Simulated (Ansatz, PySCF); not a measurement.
Gas-phase reaction (SMILES): [OH][AlH2] + [H][H] (H2) -> [AlH3] (AlH3) + O (H2O); hydrogen cleaves one Al-O bond, a model of a ligand-exchange step.

Geometries: B3LYP-D3(BJ)/def2-TZVP minima from Ansatz (a first-principles code), one conformer each, not searched for the lowest. Correlated levels leave the core frozen unless marked. No spin-orbit coupling. No relativistic terms. CBS(X,Y): correlation extrapolated as X^-3; Hartree-Fock from the larger set (for Q and 5 zeta extrapolated as (X+1)exp(-9√X)). Thermal terms are rigid-rotor harmonic-oscillator values from B3LYP-D3(BJ) frequencies (Ansatz or PySCF) at 298.15 K and 1 atm. 1 Eh = 627.5095 kcal/mol.

```csv
species,"E, CCSD(T)/CBS(cc-pV(Q+d)Z,cc-pV(5+d)Z) (Ansatz) (Eh)","E, PBE-D3(BJ)/def2-TZVPD (Ansatz + dftd3) (Eh)",H - E (Eh),G - E (Eh)
[OH][AlH2],-319.02646,-319.31231,0.03129,0.00261
[H][H] (H2),-1.17453,-1.16598,0.01336,-0.00144
[AlH3] (AlH3),-243.77576,-244.05167,0.02256,-0.00097
O (H2O),-76.37670,-76.38147,0.02495,0.00353
```

Work out ΔE and ΔH, ΔG, ΔS and the equilibrium constant at 298.15 K at the first level, then ΔH at the second.


1. ΔE = [(-243.77576) + (-76.37670)] - [(-319.02646) + (-1.17453)] = 0.04853 Eh = 30.5 kcal/mol at CCSD(T)/CBS(cc-pV(Q+d)Z,cc-pV(5+d)Z).
2. The terms H - E add up to 0.00286 Eh, so ΔH = (0.04853 + (0.00286))×627.5095 = 32.2 kcal/mol.
3. The terms G - E add up to 0.00139 Eh, so ΔG = 31.3 kcal/mol, and ΔS = (0.00286 - (0.00139))×627509.5/298.15 = 3.1 cal/(mol K).
4. log10 K = -ΔG/(RT ln 10) = -22.9, with RT ln 10 = 1.3642 kcal/mol.
5. At PBE-D3(BJ)/def2-TZVPD the same steps give ΔE = 28.3 and ΔH = 30.1 kcal/mol, a shift of -2.1 from the first level.
6. These values are not checked against measurement here, since the tables used lack a sound gas-phase enthalpy of formation for at least one species.
